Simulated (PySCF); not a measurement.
Species: C₆H₄N (doublet state).
Geometry (GFN2-xTB, Å), atoms numbered from 1 in this order:
```
atom  x, y, z in Å
C1    -1.562   -0.205    1.349
C2    -1.458    0.385    0.207
C3    -0.610    0.593   -0.969
C4     0.604   -0.170   -0.784
C5     1.550   -0.859   -0.473
C6     2.647   -1.613   -0.196
N7     3.572   -2.253    0.045
H8    -2.438   -0.082    1.970
H9    -0.803   -0.860    1.780
H10   -1.127    0.259   -1.875
H11   -0.369    1.656   -1.080
```

The hyperfine couplings belong to this conformer and change with its torsions.

The species is `C=[C]CC#CC#N` [radical].

Method used: UKS B3LYP, pcH-1 on C H N, non-relativistic, mean-field spin-orbit, GIAO (PySCF 2.14.0). Isolated species at its GFN2-xTB geometry (one conformer only). A GFN2-xTB geometry isn't a minimum of the functional, and hyperfine couplings can be far from their values at a DFT geometry. Stability of the SCF solution: not tested.

Q: Match the computed a_iso(13C) values +271.4, +85.8, +29.7, +12.4, -10.0, -4.0 MHz with the sites C1; C2; C3; C4; C5; C6.

A: 
```tsv
site	a_iso (MHz)	ρ(0) (bohr⁻³)	position	distance from C2 (Å)	spin population	largest |T| (MHz)
C1	-10.0	-0.0089	1 bond from C2	1.29	-0.16	17.7
C2	+271.4	+0.2414	largest spin population	0.00	+0.98	142.0
C3	+29.7	+0.0264	1 bond from C2	1.46	-0.05	6.6
C4	+85.8	+0.0763	2 bonds from C2	2.35	+0.01	9.4
C5	+12.4	+0.0110	3 bonds from C2	3.33	+0.05	8.4
C6	-4.0	-0.0036	4 bonds from C2	4.58	-0.01	1.8
```

Q: Match the computed a_iso(1H) values +179.2, +121.2, +25.3 MHz (means over equivalent nuclei) with the sites H8; H9; H10/H11.

A: 
| site | a_iso (MHz) | ρ(0) (bohr⁻³) | position | distance from C2 (Å) | bound to | spin population there | largest \|T\| (MHz) |
| --- | --- | --- | --- | --- | --- | --- | --- |
| H8 | +121.2 | +0.0271 | 2 bonds from C2, on C1 of spin population -0.16 | 2.07 | C1 | -0.16 | 11.5 |
| H9 | +179.2 | +0.0401 | 2 bonds from C2, on C1 of spin population -0.16 | 2.11 | C1 | -0.16 | 6.1 |
| H10/H11 | +25.3 | +0.0057 | 2 bonds from C2 | 2.11 | C3 | -0.05 | 11.8 |

ρ(0) is the spin density at the nucleus and T the dipolar tensor; entries for several nuclei are means. The Mulliken spin populations are largest on C2 (+0.98), C1 (-0.16) and H9 (+0.09). No atom but C2 exceeds +0.15. The positive populations add up to 1.22 and the negative ones to -0.22, together 2S = 1.

Examples of negative spin density at the nucleus (bohr⁻³): C1 (-0.0089) and C6 (-0.0036).

Class means assume fast exchange of nuclei equivalent by connectivity; if that motion is slow, each nucleus keeps its own coupling.
